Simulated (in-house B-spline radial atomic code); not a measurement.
Values are calculated unless marked as measured or tabulated.
**Quantum size effects in thin Rb films (jellium)**

The positive ions are smeared into a uniform slab; the electrons are solved self-consistently in the LDA (PW92) on a fine grid across the film. Stabilised jellium adds, inside the slab, the constant potential −n de/dn that makes the bulk stable at the metal's density. No lattice, so no dependence on crystal face. Atomic units unless named. The table is for plain jellium.

Rb: 1 valence electron per atom, density 1.53 g/cm³, mass 85.47 u, so r_s = 5.31 bohr.

| thickness (nm) | in Fermi wavelengths | filled subbands | work function (eV) | surface energy (J/m²) |
| --- | --- | --- | --- | --- |
| 0.805 | 0.875 | 2 | 2.532 | 0.084 |
| 0.920 | 1.000 | 2 | 2.439 | 0.079 |
| 1.035 | 1.125 | 3 | 2.330 | 0.084 |
| 1.150 | 1.250 | 3 | 2.467 | 0.086 |
| 1.265 | 1.375 | 3 | 2.487 | 0.084 |
| 1.380 | 1.500 | 3 | 2.442 | 0.081 |
| 1.495 | 1.625 | 4 | 2.370 | 0.083 |
| 1.610 | 1.750 | 4 | 2.453 | 0.085 |
| 1.725 | 1.875 | 4 | 2.469 | 0.083 |
| 1.840 | 2.000 | 4 | 2.442 | 0.082 |
| 1.955 | 2.125 | 5 | 2.392 | 0.083 |
| 2.070 | 2.250 | 5 | 2.448 | 0.085 |
| 2.185 | 2.375 | 5 | 2.459 | 0.083 |

Q: At what steps in thickness do new subbands fill, and why?

A: λ_F = 2π/k_F = 17.385 bohr = 0.920 nm. New subbands appear by 1.125, 1.625, 2.125 λ_F, each within the grid step of 1/8 λ_F; the true step is half a wavelength (0.460 nm), since a level crosses E_F each time one more half wave at k_F fits across the film.

Q: How large is the oscillation of the work function here?

A: It runs from 2.330 to 2.532 eV over the table, 0.20 eV within the first four rows and 0.07 eV within the last four, about a thick-film value of 2.44 eV. The grid can skip the cusp where a subband opens, so the true swing can be larger; measurement on the bulk metal gives 2.261 eV.

Q: The film of 30.42 bohr has subband bottoms at -4.134, -3.843, -3.345, -2.639 eV, measured from the vacuum level. Show that these levels and neutrality give the work function in the table.

A: Each subband holds (E_F − ε_j)/π electrons per bohr², spin included. Neutrality needs n L = 0.0015945 × 30.42 = 0.04851, and π n L × 27.2114 = 4.147 eV. So E_F = (π n L + Σ ε_j)/4 = (4.147 + (-13.961))/4 = -2.454 eV, and the work function is 2.454 eV.
